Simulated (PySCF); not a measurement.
## Electron correlation in Zn (zinc, neutral)

[Ar] 3d10 4s2, closed-shell 1S. Computed with PySCF 2.14 in Sapporo-DKH3-DZP-2012, with the spin-free X2C one-electron Hamiltonian (Gaussian nucleus). Frozen: [Ar]; 12 electrons correlated.

MP2 pair energies summed by pair of shells (mhartree):

```json
{"pair": "3d-3d", "energy": "-390.15", "share (%)": "86.9"}
{"pair": "3d-4s", "energy": "-38.97", "share (%)": "8.7"}
{"pair": "4s-4s", "energy": "-19.66", "share (%)": "4.4"}
```

Total MP2 correlation energy: -448.78 mhartree.

Same-spin part -163.07 and opposite-spin part -285.71 mhartree; SCS-MP2 scales them by 1/3 and 6/5 to -397.21 mhartree.

```
  level  correlation energy (mhartree)
   CCSD                        -412.40
    (T)                          -9.77
CCSD(T)                        -422.17
```

Diagnostics: T1 = 0.016, D1 = 0.0519, largest double amplitude 0.111.

Q: Is a single reference adequate?

A: Mostly. T1 lies below 0.03, but a double amplitude of this size points to a near-degeneracy that CCSD handles and MP2 describes poorly.
